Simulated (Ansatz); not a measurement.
This geometry of C4H10AlN (16 atoms, charge 0, multiplicity 1) is a first-order saddle point.

Theory: RKS PBE0/6-31G in Ansatz.

```xyz
16
Properties=species:S:1:pos:R:3
N 0.000 -1.501 1.240
C 0.170 -0.385 0.336
Al 1.802 0.652 0.840
C -0.080 -0.543 -1.205
C -0.820 0.818 -1.185
C -1.013 0.644 0.344
H 0.735 -2.194 1.266
H -0.924 -1.922 1.243
H 2.004 1.139 2.362
H 2.900 1.082 -0.271
H 0.780 -0.653 -1.872
H -0.780 -1.370 -1.389
H -0.151 1.653 -1.425
H -1.720 0.915 -1.796
H -0.972 1.526 0.994
H -1.954 0.117 0.562
```

Task: Which two structures does it join? (They come from a converged band through this point; their orientation in space is the band's.)

Result: No bond is made or broken.  The two ends are copies of one structure, up to a mirror image or an exchange of like atoms.

Initial state:

```xyz
16
Properties=species:S:1:pos:R:3
N 0.501 -1.177 1.139
C 0.190 -0.040 0.161
Al 1.895 0.321 1.108
C -0.088 -0.383 -1.313
C -1.140 0.762 -1.302
C -1.175 0.665 0.250
H 0.689 -2.076 0.706
H -0.153 -1.271 1.910
H 1.836 1.179 2.471
H 3.264 -0.195 0.431
H 0.739 -0.316 -2.024
H -0.578 -1.363 -1.424
H -0.711 1.710 -1.638
H -2.077 0.586 -1.835
H -1.241 1.593 0.823
H -1.973 -0.018 0.581
```

Final state:

```xyz
16
Properties=species:S:1:pos:R:3
N 0.501 -1.177 1.137
C 0.195 -0.045 0.153
Al 1.891 0.326 1.113
C -0.092 -0.389 -1.318
C -1.139 0.761 -1.304
C -1.166 0.667 0.249
H 0.704 -2.074 0.708
H -0.165 -1.276 1.898
H 3.271 -0.195 0.465
H 1.811 1.196 2.467
H 0.732 -0.326 -2.033
H -0.586 -1.367 -1.425
H -0.709 1.706 -1.644
H -2.080 0.587 -1.831
H -1.224 1.596 0.821
H -1.965 -0.013 0.586
```

Task: How far does it lie above each of them?

Result: 0.67 eV above the first and 0.67 eV above the second. This is the barrier of this one path; another mechanism may lie lower. Limits of this set-up: no polarisation functions.

The run took 17 min on 1 thread of Arm Neoverse N1 (shared host), peak memory 0.22 GiB.
